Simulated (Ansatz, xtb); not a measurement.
## Two isomers of C4H9BOS

Structure X is `CCB1OCCS1`, a singlet and structure Y is `CC[C@@H]1COBS1`, a singlet. Both are isolated molecules in the gas phase, relaxed with PBE-D3(BJ)/def2-SVP, each in the lowest conformer that the search found.

X (Å):

```xyz
16

C    -2.0906   -2.2496    0.8365
C    -1.4920   -1.7123   -0.4698
C     0.1844    1.4998    0.8032
C     0.6746    1.8096   -0.6144
B    -0.6374   -0.3980   -0.3207
O    -0.7810    0.4436    0.7552
S     0.6041    0.2031   -1.5259
H    -2.7129   -1.4820    1.3390
H    -2.7266   -3.1421    0.6665
H    -1.2972   -2.5389    1.5558
H    -2.3040   -1.4802   -1.1987
H    -0.8837   -2.4901   -0.9816
H    -0.2836    2.3852    1.2809
H     1.0314    1.1682    1.4449
H     0.0179    2.5368   -1.1343
H     1.7086    2.2046   -0.6210
```

Y (Å):

```xyz
16

C    -0.0692   -2.1028   -1.8070
C     1.0463   -1.3116   -1.1260
C     0.6838   -0.7935    0.2650
C     1.7934    0.0515    0.9087
B     1.1246   -1.1632    2.7891
O     1.7261   -0.0232    2.3374
S     0.3502   -2.1639    1.4918
H    -0.9877   -1.4906   -1.9211
H    -0.3381   -3.0010   -1.2143
H     0.2374   -2.4428   -2.8159
H     1.9643   -1.9333   -1.0430
H     1.3201   -0.4329   -1.7531
H    -0.2598   -0.2084    0.2077
H     2.7911   -0.3267    0.5879
H     1.7167    1.1167    0.6080
H     1.1276   -1.4465    3.9658
```

Quicker runs give these differences E(Y) − E(X): GFN2-xTB −40.3 kJ/mol; HF/STO-3G +28.8 kJ/mol (at GFN2-xTB geometries); r2SCAN-D4/def2-SVP +33.7 kJ/mol (at GFN2-xTB geometries).

Estimate which is lower in electronic energy at CCSD(T)/def2-SVP + ΔMP2/def2-TZVPP, and by roughly how much.

The CCSD(T)/def2-SVP + ΔMP2/def2-TZVPP calculation puts structure X lower, by 28.7 kJ/mol.

Level by level:

```json
{"level": "GFN2-xTB", "geometry": "GFN2-xTB", "E(Y) − E(X) (kJ/mol)": "−40.3", "departure from the last row (kJ/mol)": "−69.0", "job, with rough time for the two": "optimisation, 0.36 s"}
{"level": "HF/STO-3G", "geometry": "GFN2-xTB", "E(Y) − E(X) (kJ/mol)": "+28.8", "departure from the last row (kJ/mol)": "+0.2", "job, with rough time for the two": "single point, 0.43 s"}
{"level": "r2SCAN-D4/def2-SVP", "geometry": "GFN2-xTB", "E(Y) − E(X) (kJ/mol)": "+33.7", "departure from the last row (kJ/mol)": "+5.1", "job, with rough time for the two": "single point, 3.5 s"}
{"level": "PBE-D3(BJ)/def2-SVP", "geometry": "PBE-D3(BJ)/def2-SVP", "E(Y) − E(X) (kJ/mol)": "+29.4", "departure from the last row (kJ/mol)": "+0.7", "job, with rough time for the two": "optimisation, 53 s"}
{"level": "HF/def2-SVP", "geometry": "PBE-D3(BJ)/def2-SVP", "E(Y) − E(X) (kJ/mol)": "+35.6", "departure from the last row (kJ/mol)": "+6.9", "job, with rough time for the two": "part of the CCSD(T) run"}
{"level": "MP2/def2-SVP", "geometry": "PBE-D3(BJ)/def2-SVP", "E(Y) − E(X) (kJ/mol)": "+23.7", "departure from the last row (kJ/mol)": "−5.0", "job, with rough time for the two": "part of the CCSD(T) run"}
{"level": "CCSD(T)/def2-SVP", "geometry": "PBE-D3(BJ)/def2-SVP", "E(Y) − E(X) (kJ/mol)": "+23.9", "departure from the last row (kJ/mol)": "−4.7", "job, with rough time for the two": "single point"}
{"level": "CCSD(T)/def2-SVP + ΔMP2/def2-TZVPP", "geometry": "PBE-D3(BJ)/def2-SVP", "E(Y) − E(X) (kJ/mol)": "+28.7", "departure from the last row (kJ/mol)": "", "job, with rough time for the two": "single point, 67 s"}
```

As drawn, Y has 1 C–C, 1 B–H in place of 1 C–B, 1 C–H.

GFN2-xTB puts the two in the other order. The largest departure from CCSD(T)/def2-SVP + ΔMP2/def2-TZVPP is that of GFN2-xTB, 69.0 kJ/mol. The last row adds to CCSD(T) the change of the MP2 difference between the two basis sets, here +4.7 kJ/mol.

With thermal terms from frequencies at re-optimised GFN2-xTB minima (ideal gas, soft modes damped towards free rotors, one conformer each, 298.15 K, 1 atm): on the last row, ΔE + ΔZPE = +28.0, ΔH = +26.6, ΔG = +30.6 kJ/mol.

The correlated steps freeze 11 core orbitals. Mirror images aren't counted in ΔG. Programs: Ansatz 0.2.0, xtb 6.7.1; the last row on 4 threads of Arm Neoverse V2 on a shared host.
